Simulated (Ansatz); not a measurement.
Input file for Ansatz (a first-principles code): R-CCSD(T)/def2-TZVPPD on stibine (SMILES [SbH3]), atoms moved off the minimum. Elements past Kr take the def2 small-core potentials; no spin–orbit coupling. Files ending in .json are basis or fitting sets from the Basis Set Exchange. The run froze 9 orbitals, filled d shells among them.

Ansatz 0.2 input:
```yaml
crystal:
  periodic: [false, false, false]
  atoms:
    - {symbol: Sb, position_ang: [0.04969852, 0.00473260, 0.07043297]}
    - {symbol: H, position_ang: [-0.93916499, -1.08288186, -0.90349439]}
    - {symbol: H, position_ang: [-0.51228027, 1.30755816, -0.88767967]}
    - {symbol: H, position_ang: [1.41601042, -0.21699856, -0.85016119]}
basis:
  gaussian:
    orbitals: def2-TZVPPD.json
magnetization: {spin_polarized: false}
correlation: {method: ccsd_t, electrons: outside_noble_gas}
scf: {lower_state_search: off}
output: {forces: true}
```

The head of its log:

```
WARN ansatz: RAYON_NUM_THREADS=1 ignored (pool sized by the plan → 1); use --threads N
Functional definition: HF
these checks for a lower state are left out or cut short: starts, cluster_reference, orbital_swaps, neighbouring_geometries, increment
integrals: 0.13 GiB planned
764 factors; integrals over basis functions are off by at most 6.8e-4 eV
mean field: 0.18 GiB planned
mean field evaluation 1: about -6556.9105 eV, gradient 8.1e0 eV
mean field evaluation 2: about -6556.9123 eV, gradient 8.1e0 eV
mean field evaluation 4: about -6557.3653 eV, gradient 8.1e-1 eV
mean field evaluation 8: about -6557.3683 eV, gradient 3.9e-4 eV
mean field -6557.36833570 eV, -240.9788415932 hartree, gradient 2.1e-6 eV, S^2 0.000000; 0 other end points of the search recorded, 0 dependent functions left out
9 core orbitals not correlated
reference -6557.36833570 eV, -240.9788415932 hartree; 4, 4 occupied and 94, 94 virtual orbitals, 764 factors
densities: 0.52 GiB planned
```

### Question
Predict the final total energy.

### Answer
-241.1528 hartree (reference determinant -240.9788, T1 diagnostic 0.014).
